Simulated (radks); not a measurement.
Task: Eu IV, 60 electrons, occupied as [Kr] 4d10 4f6 5s1.75 5p6 5f0.25 (fractional occupations, a model configuration). All-electron calculation, scalar-relativistic Kohn-Sham, r2SCAN, spin-polarised, spherical densities, finite nucleus; open shells are filled with parallel spins first (spin-orbit coupling, left out, can overturn this in heavy ions); meta-GGA in the generalised Kohn-Sham scheme; Fermi nuclear charge, rms radius 5.1115 fm. Program: a radial shooting solver on a logarithmic mesh with Libxc functionals. Some entries of the table are withheld. Estimate them.

orbital  occ.  eigenvalue (eV)  r(max) (bohr)  <r^2> (bohr^2)
1s up       1        -48470.20        0.01420       0.0006795
1s down     1        -48470.17        0.01420       0.0006795
2s down     1        -8008.692        0.08052         0.01068
2s up       1        -8008.686        0.08052         0.01068
2p up       3        -7135.796        0.06514        0.008595
2p down     3        -7135.782        0.06514        0.008595
3s up       1        -1798.194         0.2286         0.07101
3s down     1        -1795.416         0.2285         0.07088
3p up       3        -1525.093         0.2243         0.07124
3p down     3        -1522.309         0.2242         0.07107
3d up       5        -1159.685         0.1841         0.06013
3d down     5        -1157.509         0.1839         0.05993
4s up       1        -390.7222         0.5274          0.3611
4s down     1        -383.8788         0.5272          0.3609
4p up       3        -300.3204         0.5503          0.4072
4p down     3        -293.4301         0.5498          0.4071
4d up       5              (1)         0.5729          0.4923
4d down     5              (2)         0.5723          0.4939
5s up       1         -77.7522          1.214           2.004
5s down  0.75         -74.0398          1.233           2.105
5p up       3         -54.7135          1.360           2.623
5p down     3         -52.0153          1.388           2.766
4f up       6              (3)         0.5849             (4)
4f down     0              (5)         0.5876             (6)
5f up    0.25          -9.9933          4.387           26.78

Result: 
(1) 4d up eigenvalue (eV): -173.8426
(2) 4d down eigenvalue (eV): -166.8667
(3) 4f up eigenvalue (eV): -37.4970
(4) 4f up <r^2> (bohr^2): 0.9352
(5) 4f down eigenvalue (eV): -31.0569
(6) 4f down <r^2> (bohr^2): 1.047
